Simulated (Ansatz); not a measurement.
`FC1(Cl)CO[SiH2]1`, 10 atoms. Charge 0, multiplicity 1. All runs use 4 threads of an Arm Neoverse V1 on a shared host. Correlated methods freeze the cores.

Q: How many basis functions does each run have, and how long does it take in Ansatz? RKS BLYP-D4/def2-TZVPP energy; RKS PBE0-D4/def2-QZVPP energy; RHF-MP2/def2-QZVPP energy; direct RPA on PBE orbitals/def2-TZVPP energy; RKS ωB97M-V/def2-QZVPP energy; RKS B2PLYP (frozen core)/def2-TZVPP energy; RHF-CCSD(T)/def2-TZVPP energy; RKS PBE0-D4/def2-TZVP relaxation (8 steps); RKS PBE0-D4/def2-SVP energy; RKS PBE0-D4/def2-TZVP frequencies; RHF-CCSD(T)/def2-SVP energy; RKS B97M-V/def2-TZVPP energy. (Estimate.)

A: Ansatz gave: Other jobs shared the machine, so times are rough.

| level | job | functions | wall time | peak host memory (GiB) |
| --- | --- | --- | --- | --- |
| RKS PBE0-D4/def2-SVP | energy | 112 | 1.2 s | 0.59 |
| RKS BLYP-D4/def2-TZVPP | energy | 264 | 2.4 s | 0.37 |
| direct RPA on PBE orbitals/def2-TZVPP | energy | 264 | 6 s | 0.65 |
| RHF-CCSD(T)/def2-SVP | energy | 112 | 7 s | 0.59 |
| RKS B2PLYP (frozen core)/def2-TZVPP | energy | 264 | 7 s | 0.74 |
| RKS PBE0-D4/def2-QZVPP | energy | 488 | 10 s | 2 |
| RKS B97M-V/def2-TZVPP | energy | 264 | 11 s | 0.46 |
| RKS ωB97M-V/def2-QZVPP | energy | 488 | 24 s | 2.4 |
| RHF-MP2/def2-QZVPP | energy | 488 | 25 s | 3.3 |
| RKS PBE0-D4/def2-TZVP | relaxation (8 steps) | 222 | 38 s | 0.64 |
| RKS PBE0-D4/def2-TZVP | frequencies | 222 | 3.1 min | 0.63 |
| RHF-CCSD(T)/def2-TZVPP | energy | 264 | 3.9 min | 6.6 |
